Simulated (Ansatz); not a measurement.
Consider the redistribution: `[F][Mg][F]` + `C[CH2][In]([F])[CH2]C` → `C[CH2][Mg][F]` + `C[CH2][In]([F])[F]`.

Isolated molecules relaxed with PBE0-D4/def2-TZVP in Ansatz; ΔE leaves out vibrations. CCSD(T)/CBS adds triple-zeta CCSD(T) − MP2 to the extrapolated MP2 energy (def2 sets, frozen cores). Functionals use def2-TZVPP. HSE06 is defined as in plane-wave codes. Elements past krypton have def2 core potentials. For In, Mg outer-core shells are correlated without core-valence functions, which leaves a few kJ/mol of doubt a bond. Each species was taken in one conformer, which may not be the lowest.

| level | ΔE (kcal/mol) | difference from CCSD(T)/CBS |
| --- | --- | --- |
| PBE-D4 | 25.6 | -3.2 |
| r2SCAN-D4 | 27.7 | -1.1 |
| PBE0-D4 | 27.0 | -1.8 |
| HSE06-D4 | 26.8 | -2.0 |
| ωB97M-V | 26.9 | -1.9 |
| B2PLYP | 27.0 | -1.8 |
| RPA@PBE/def2-TZVPP | 27.1 | -1.7 |
| MP2/def2-SVP | 30.3 | 1.5 |
| SCS-MP2/def2-QZVPP | 29.8 | 1.0 |
| MP2/CBS(def2) | 30.9 | 2.1 |
| CCSD(T)/CBS | 28.8 | 0 |

Largest T1 diagnostic among the species: 0.015.

From PBE to PBE0 (25 % exact exchange), in def2-TZVPP and without D4, ΔE moves by +1.5 kcal/mol. The D4 term adds +1.3 kcal/mol with B3LYP and +0.7 kcal/mol with PBE0; it sums over pairs of atoms, weighted by their polarisabilities, and B3LYP, whose exchange is more repulsive, gets the larger term.

B3LYP here is the variant with VWN-RPA as its local correlation; programs differ in this.
